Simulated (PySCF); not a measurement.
# Computed records: AlClHN

Computed with PySCF 2.14.0. Calculation on a computer-drawn molecule: vertical ionisation energy to the stated ion spin, frozen-core CCSD(T) at the basis limit and cheaper methods, single-reference cases, UHF for radicals, no spin-orbit; all values are single points at the evaluated structure, the first of each entry, which is the reference or a displaced copy of it and isn't optimised; the reference structure only sets the zero of the energies above reference; triples share is (T) over the correlation energy.

Common to all runs: charge 0; multiplicity 1; ion multiplicity 2; diffuse functions no; basis cc-pV(n+d)Z; reference is the Hartree-Fock double-zeta minimum; best is HF at quadruple zeta + MP2 correlation extrapolated from triple and quadruple zeta + CCSD(T) minus MP2 at triple zeta; basis step is the size of the change from the same recipe one zeta lower.

(1) 
```xyz
4
formula=AlClHN ionisation_energy_best=9.066 ionisation_energy_basis_step=0.08794 energy_above_reference_best=3.492 energy_above_reference_basis_step=0.0184 ionisation_energy_Koopmans_at_triple_zeta=9.525 ionisation_energy_EOM_CCSD_at_triple_zeta=8.921 total_energy_HF_triple_zeta=-756.5112 total_energy_CCSD(T)_triple_zeta=-757.0198 total_energy_best=-757.0987 T1_diagnostic_at_triple_zeta=0.0165 D1_diagnostic_at_triple_zeta=0.04227 ion_T1_diagnostic_at_triple_zeta=0.01169 ion_D1_diagnostic_at_triple_zeta=0.02935 ion_spin_squared_at_triple_zeta=0.7591 triples_share_at_triple_zeta=0.04462 basis_functions_triple_zeta=122 dipole_magnitude_HF_at_triple_zeta=2.247 dipole_magnitude_CCSD_unrelaxed_at_triple_zeta=1.705 dipole_magnitude_PBE_at_triple_zeta=1.545 dipole_magnitude_r2SCAN_at_triple_zeta=1.689 dipole_magnitude_B3LYP_at_triple_zeta=1.723 dipole_magnitude_wB97X_at_triple_zeta=1.902
N     -0.3809    -1.6810     1.1112
Al     0.7674    -2.7863     1.0846
Cl     2.3282    -4.1575     1.0150
H     -1.0005    -1.0216     1.2899
```

Units: ionisation_energy_best, ionisation_energy_basis_step, ionisation_energy_Koopmans_at_triple_zeta, ionisation_energy_EOM_CCSD_at_triple_zeta in eV; energy_above_reference_best, energy_above_reference_basis_step in kcal/mol; total_energy_HF_triple_zeta, total_energy_CCSD(T)_triple_zeta, total_energy_best in hartree; dipole_magnitude_HF_at_triple_zeta, dipole_magnitude_CCSD_unrelaxed_at_triple_zeta, dipole_magnitude_PBE_at_triple_zeta, dipole_magnitude_r2SCAN_at_triple_zeta, dipole_magnitude_B3LYP_at_triple_zeta, dipole_magnitude_wB97X_at_triple_zeta in debye.

Reference structure:
```xyz
4
AlClHN
N     -0.3544    -1.7216     1.1319
Al     0.8186    -2.7795     1.0456
Cl     2.3531    -4.1608     0.9344
H     -1.0893    -1.0611     1.1841
```

Drawn bonds:
| atom | other atom | order |
| --- | --- | --- |
| 1 | 2 | 2 |
| 2 | 3 | 1 |
| 1 | 4 | 1 |

Triple zeta:
| method | ionisation energy (eV) | energy above reference (kcal/mol) |
| --- | --- | --- |
| HF | 7.117 | 3.04 |
| PBE | 8.989 | 3.901 |
| r2SCAN | 8.792 | 3.578 |
| B3LYP | 8.891 | 3.555 |
| wB97X | 8.795 | 3.698 |
| MP2 | 9.047 | 3.538 |
| CCSD | 8.685 | 3.466 |
| CCSD(T) | 8.853 | 3.501 |

(2) 
```xyz
4
formula=AlClHN ionisation_energy_best=9.031 ionisation_energy_basis_step=0.08865 energy_above_reference_best=3.332 energy_above_reference_basis_step=0.0275 ionisation_energy_Koopmans_at_triple_zeta=9.484 ionisation_energy_EOM_CCSD_at_triple_zeta=8.884 total_energy_HF_triple_zeta=-756.5109 total_energy_CCSD(T)_triple_zeta=-757.0200 total_energy_best=-757.0990 T1_diagnostic_at_triple_zeta=0.01673 D1_diagnostic_at_triple_zeta=0.04295 ion_T1_diagnostic_at_triple_zeta=0.01177 ion_D1_diagnostic_at_triple_zeta=0.02985 ion_spin_squared_at_triple_zeta=0.7592 triples_share_at_triple_zeta=0.04483 basis_functions_triple_zeta=122 dipole_magnitude_HF_at_triple_zeta=2.296 dipole_magnitude_CCSD_unrelaxed_at_triple_zeta=1.736 dipole_magnitude_PBE_at_triple_zeta=1.574 dipole_magnitude_r2SCAN_at_triple_zeta=1.722 dipole_magnitude_B3LYP_at_triple_zeta=1.757 dipole_magnitude_wB97X_at_triple_zeta=1.943
N     -0.3809    -1.6810     1.1112
Al     0.7746    -2.7932     1.0844
Cl     2.3354    -4.1644     1.0148
H     -1.0005    -1.0216     1.2899
```

Units: ionisation_energy_best, ionisation_energy_basis_step, ionisation_energy_Koopmans_at_triple_zeta, ionisation_energy_EOM_CCSD_at_triple_zeta in eV; energy_above_reference_best, energy_above_reference_basis_step in kcal/mol; total_energy_HF_triple_zeta, total_energy_CCSD(T)_triple_zeta, total_energy_best in hartree; dipole_magnitude_HF_at_triple_zeta, dipole_magnitude_CCSD_unrelaxed_at_triple_zeta, dipole_magnitude_PBE_at_triple_zeta, dipole_magnitude_r2SCAN_at_triple_zeta, dipole_magnitude_B3LYP_at_triple_zeta, dipole_magnitude_wB97X_at_triple_zeta in debye.

Reference structure:
```xyz
4
AlClHN
N     -0.3544    -1.7216     1.1319
Al     0.8186    -2.7795     1.0456
Cl     2.3531    -4.1608     0.9344
H     -1.0893    -1.0611     1.1841
```

Drawn bonds:
| atom | other atom | order |
| --- | --- | --- |
| 1 | 2 | 2 |
| 2 | 3 | 1 |
| 1 | 4 | 1 |

Triple zeta:
| method | ionisation energy (eV) | energy above reference (kcal/mol) |
| --- | --- | --- |
| HF | 7.072 | 3.232 |
| PBE | 8.954 | 3.704 |
| r2SCAN | 8.754 | 3.499 |
| B3LYP | 8.853 | 3.5 |
| wB97X | 8.754 | 3.738 |
| MP2 | 9.013 | 3.345 |
| CCSD | 8.646 | 3.392 |
| CCSD(T) | 8.817 | 3.344 |

(3) 
```xyz
4
formula=AlClHN ionisation_energy_best=8.755 ionisation_energy_basis_step=0.09471 energy_above_reference_best=5.893 energy_above_reference_basis_step=0.1116 ionisation_energy_Koopmans_at_triple_zeta=9.163 ionisation_energy_EOM_CCSD_at_triple_zeta=8.596 total_energy_HF_triple_zeta=-756.5019 total_energy_CCSD(T)_triple_zeta=-757.0159 total_energy_best=-757.0949 T1_diagnostic_at_triple_zeta=0.0188 D1_diagnostic_at_triple_zeta=0.04901 ion_T1_diagnostic_at_triple_zeta=0.01255 ion_D1_diagnostic_at_triple_zeta=0.03452 ion_spin_squared_at_triple_zeta=0.761 triples_share_at_triple_zeta=0.04671 basis_functions_triple_zeta=122 dipole_magnitude_HF_at_triple_zeta=2.702 dipole_magnitude_CCSD_unrelaxed_at_triple_zeta=1.981 dipole_magnitude_PBE_at_triple_zeta=1.812 dipole_magnitude_r2SCAN_at_triple_zeta=1.989 dipole_magnitude_B3LYP_at_triple_zeta=2.036 dipole_magnitude_wB97X_at_triple_zeta=2.272
N     -0.3809    -1.6810     1.1112
Al     0.8336    -2.8501     1.0830
Cl     2.3944    -4.2213     1.0134
H     -1.0005    -1.0216     1.2899
```

Units: ionisation_energy_best, ionisation_energy_basis_step, ionisation_energy_Koopmans_at_triple_zeta, ionisation_energy_EOM_CCSD_at_triple_zeta in eV; energy_above_reference_best, energy_above_reference_basis_step in kcal/mol; total_energy_HF_triple_zeta, total_energy_CCSD(T)_triple_zeta, total_energy_best in hartree; dipole_magnitude_HF_at_triple_zeta, dipole_magnitude_CCSD_unrelaxed_at_triple_zeta, dipole_magnitude_PBE_at_triple_zeta, dipole_magnitude_r2SCAN_at_triple_zeta, dipole_magnitude_B3LYP_at_triple_zeta, dipole_magnitude_wB97X_at_triple_zeta in debye.

Reference structure:
```xyz
4
AlClHN
N     -0.3544    -1.7216     1.1319
Al     0.8186    -2.7795     1.0456
Cl     2.3531    -4.1608     0.9344
H     -1.0893    -1.0611     1.1841
```

Drawn bonds:
| atom | other atom | order |
| --- | --- | --- |
| 1 | 2 | 2 |
| 2 | 3 | 1 |
| 1 | 4 | 1 |

Triple zeta:
| method | ionisation energy (eV) | energy above reference (kcal/mol) |
| --- | --- | --- |
| HF | 6.713 | 8.832 |
| PBE | 8.679 | 5.893 |
| r2SCAN | 8.458 | 6.707 |
| B3LYP | 8.552 | 6.871 |
| wB97X | 8.431 | 7.949 |
| MP2 | 8.748 | 5.619 |
| CCSD | 8.343 | 6.703 |
| CCSD(T) | 8.535 | 5.913 |
